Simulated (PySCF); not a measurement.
Isomers of C5H4FNO.

All values: PBE0/def2-SVPD (PySCF) at GFN2-xTB geometries, gas phase, one conformer each. Core orbitals are frozen in the response; Δα² is half the sum of the squared differences of the principal polarisabilities.

(1) Rank by HOMO–LUMO gap, highest first.
A. `[N:1]#[C:2][CH2:3]/[C:4]([F:5])=[CH:6]/[CH:7]=[O:8]` with C2–C3–C4–F5 84°, C4–C6–C7–O8 179°
B. `[CH2:1]=[CH:2][c:3]1[cH:4][o:5][n:6][c:7]1[F:8]` with C1–C2–C3–C4 180°
C. `[OH:1][c:2]1[cH:3][cH:4][n:5][cH:6][c:7]1[F:8]` with H–O1–C2–C3 180°
D. `[H]/[N:1]=[CH:2]\[c:3]1[cH:4][cH:5][c:6]([F:7])[o:8]1` with N1–C2–C3–C4 0°
E. `[N:1]#[C:2][C@H:3]([F:4])[O:5][CH:6]1[CH:7]=[CH:8]1` with C2–C3–O5–C6 -169°, C3–O5–C6–C7 -139°

(2) Rank by dipole moment, lowest first.
A. `[N:1]#[C:2][CH2:3]/[C:4]([F:5])=[CH:6]/[CH:7]=[O:8]` with C2–C3–C4–F5 84°, C4–C6–C7–O8 179°
B. `[H]/[N:1]=[CH:2]\[c:3]1[cH:4][cH:5][c:6]([F:7])[o:8]1` with N1–C2–C3–C4 0°
C. `[OH:1][c:2]1[cH:3][cH:4][n:5][cH:6][c:7]1[F:8]` with H–O1–C2–C3 180°
D. `[CH2:1]=[CH:2][c:3]1[cH:4][o:5][n:6][c:7]1[F:8]` with C1–C2–C3–C4 180°
E. `[N:1]#[C:2][C@H:3]([F:4])[O:5][CH:6]1[CH:7]=[CH:8]1` with C2–C3–O5–C6 -169°, C3–O5–C6–C7 -139°

(3) Rank by mean static polarisability, highest first.
A. `[OH:1][c:2]1[cH:3][cH:4][n:5][cH:6][c:7]1[F:8]` with H–O1–C2–C3 180°
B. `[H]/[N:1]=[CH:2]\[c:3]1[cH:4][cH:5][c:6]([F:7])[o:8]1` with N1–C2–C3–C4 0°
C. `[CH2:1]=[CH:2][c:3]1[cH:4][o:5][n:6][c:7]1[F:8]` with C1–C2–C3–C4 180°
D. `[N:1]#[C:2][C@H:3]([F:4])[O:5][CH:6]1[CH:7]=[CH:8]1` with C2–C3–O5–C6 -169°, C3–O5–C6–C7 -139°

## Answers

(1) E (7.97 eV), C (6.81 eV), B (6.15 eV), A (5.55 eV), D (5.34 eV).

(2) C (1.60 D), B (2.72 D), D (3.45 D), A (4.02 D), E (4.86 D).

(3) B (10.49 Å³), C (10.18 Å³), A (9.89 Å³), D (9.44 Å³).

All values together:

```csv
SMILES,μ (D),HOMO (eV),LUMO (eV),α (Å³),Δα (Å³)
N#C[C@H](F)OC1C=C1,4.86,-8.70,-0.74,9.44,4.09
N#CC/C(F)=C/C=O,4.02,-7.98,-2.42,10.18,6.04
[H]/N=C\c1ccc(F)o1,2.72,-6.93,-1.58,10.49,8.10
Oc1ccncc1F,1.60,-7.63,-0.81,9.89,5.92
C=Cc1conc1F,3.45,-7.33,-1.18,10.18,7.00
```

Conformers: `[N:1]#[C:2][C@H:3]([F:4])[O:5][CH:6]1[CH:7]=[CH:8]1` with C2–C3–O5–C6 -169°, C3–O5–C6–C7 -139°; `[N:1]#[C:2][CH2:3]/[C:4]([F:5])=[CH:6]/[CH:7]=[O:8]` with C2–C3–C4–F5 84°, C4–C6–C7–O8 179°; `[H]/[N:1]=[CH:2]\[c:3]1[cH:4][cH:5][c:6]([F:7])[o:8]1` with N1–C2–C3–C4 0°; `[OH:1][c:2]1[cH:3][cH:4][n:5][cH:6][c:7]1[F:8]` with H–O1–C2–C3 180°; `[CH2:1]=[CH:2][c:3]1[cH:4][o:5][n:6][c:7]1[F:8]` with C1–C2–C3–C4 180°.
